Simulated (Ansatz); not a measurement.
`CS[Si](F)(F)F` and `O[SiH](O)[Si](F)(F)F` differ in one atom or group.

Ansatz, PBE0-D4/def2-TZVP geometries, multiplicity 1. Each molecule was computed in one conformer, which needn't be the lowest.

```tsv
property	`CS[Si](F)(F)F`
LUMO energy (PBE0/def2-TZVPP) / eV	-0.21
HOMO energy (B3LYP/def2-TZVPP) / eV	-7.58
HOMO–LUMO gap (PBE/def2-TZVPP) / eV	5.38
LUMO energy (B3LYP/def2-TZVPP) / eV	-0.47
HOMO energy (PBE0/def2-TZVPP) / eV	-7.84
LUMO energy (ωB97M-V/def2-TZVPP) / eV	1.70
```

Q: Give the same properties after the change, and the shifts. (Estimate.)

A: Computed: 
```json
{"property": "LUMO energy (PBE0/def2-TZVPP) / eV", "`O[SiH](O)[Si](F)(F)F`": "-0.52", "shift": "-0.31"}
{"property": "HOMO energy (B3LYP/def2-TZVPP) / eV", "`O[SiH](O)[Si](F)(F)F`": "-8.43", "shift": "-0.85"}
{"property": "HOMO–LUMO gap (PBE/def2-TZVPP) / eV", "`O[SiH](O)[Si](F)(F)F`": "5.84", "shift": "0.46"}
{"property": "LUMO energy (B3LYP/def2-TZVPP) / eV", "`O[SiH](O)[Si](F)(F)F`": "-0.75", "shift": "-0.28"}
{"property": "HOMO energy (PBE0/def2-TZVPP) / eV", "`O[SiH](O)[Si](F)(F)F`": "-8.62", "shift": "-0.78"}
{"property": "LUMO energy (ωB97M-V/def2-TZVPP) / eV", "`O[SiH](O)[Si](F)(F)F`": "1.19", "shift": "-0.51"}
```

With PBE0 the HOMO falls by 0.78 eV and the LUMO falls by 0.31 eV, so the gap widens by about 0.47 eV. PBE moves the HOMO by -0.66 eV and ωB97M-V by -0.73 eV.

B3LYP here is the variant with VWN-RPA as its local correlation; programs differ in this.
